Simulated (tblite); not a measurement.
Parent: `[SiH3:1][Si:2]([SiH3:3])([SiH3:4])[Cl:5]`, ClH9Si4.

Structures optimised with GFN2-xTB, isolated species. One conformer each, not checked by frequencies here.

```csv
coordinate of the parent,value
Si1–Si2,2.345 Å
Si2–Si3,2.345 Å
Si2–Si4,2.344 Å
Si2–Cl5,2.102 Å
Si1–Si2–Si3,113.8°
Si1–Si2–Si4,113.9°
Si1–Si2–Cl5,104.6°
Si3–Si2–Si4,113.9°
Si3–Si2–Cl5,104.6°
Si4–Si2–Cl5,104.6°
```

Question: How does the shared frame change in `[F:1][CH:2]([F:3])[SiH2:4][Si:5]([SiH3:6])([SiH3:7])[Cl:8]` with F1–C2–Si4–Si5 49°, C2–Si4–Si5–Si6 55°, CH9ClF2Si4? Atoms pair as Si1 = Si4, Si2 = Si5, Si3 = Si6, Si4 = Si7, Cl5 = Cl8 (parent first).

Answer: 
```tsv
parent	relative	value in the relative	change
Si1–Si2	Si4–Si5	2.342 Å	-0.003
Si2–Si3	Si5–Si6	2.360 Å	+0.015
Si2–Si4	Si5–Si7	2.359 Å	+0.015
Si2–Cl5	Si5–Cl8	2.104 Å	+0.002
Si1–Si2–Si3	Si4–Si5–Si6	111.9°	-1.9
Si1–Si2–Si4	Si4–Si5–Si7	111.7°	-2.2
Si1–Si2–Cl5	Si4–Si5–Cl8	103.2°	-1.4
Si3–Si2–Si4	Si6–Si5–Si7	116.7°	+2.8
Si3–Si2–Cl5	Si6–Si5–Cl8	106.8°	+2.2
Si4–Si2–Cl5	Si7–Si5–Cl8	105.3°	+0.7
```

Of the parent's bonds, Si2–Si3 and Si2–Si4 change most and about equally (+0.015 Å). Bonds of the relative outside the shared frame: F1–C2 1.370, C2–F3 1.367, C2–Si4 1.939 Å. Point group C3v → C1.

Question: How does the shared frame change in `[F:1][SiH2:2][Si:3]([SiH3:4])([SiH3:5])[Cl:6]` with F1–Si2–Si3–Si4 -66°, ClFH8Si4? Atoms pair as Si1 = Si2, Si2 = Si3, Si3 = Si4, Si4 = Si5, Cl5 = Cl6 (parent first).

Answer: 
```
     parent     relative  value in the relative  change
    Si1–Si2      Si2–Si3                2.330 Å  -0.015
    Si2–Si3      Si3–Si4                2.353 Å  +0.008
    Si2–Si4      Si3–Si5                2.353 Å  +0.009
    Si2–Cl5      Si3–Cl6                2.102 Å   0.000
Si1–Si2–Si3  Si2–Si3–Si4                 113.2°    -0.6
Si1–Si2–Si4  Si2–Si3–Si5                 113.2°    -0.7
Si1–Si2–Cl5  Si2–Si3–Cl6                 104.6°     0.0
Si3–Si2–Si4  Si4–Si3–Si5                 114.3°    +0.4
Si3–Si2–Cl5  Si4–Si3–Cl6                 105.1°    +0.5
Si4–Si2–Cl5  Si5–Si3–Cl6                 105.2°    +0.6
```

Of the parent's bonds, Si1–Si2 changes most (-0.015 Å). Bonds of the relative outside the shared frame: F1–Si2 1.620 Å. Point group C3v → Cs.

These are computed values.
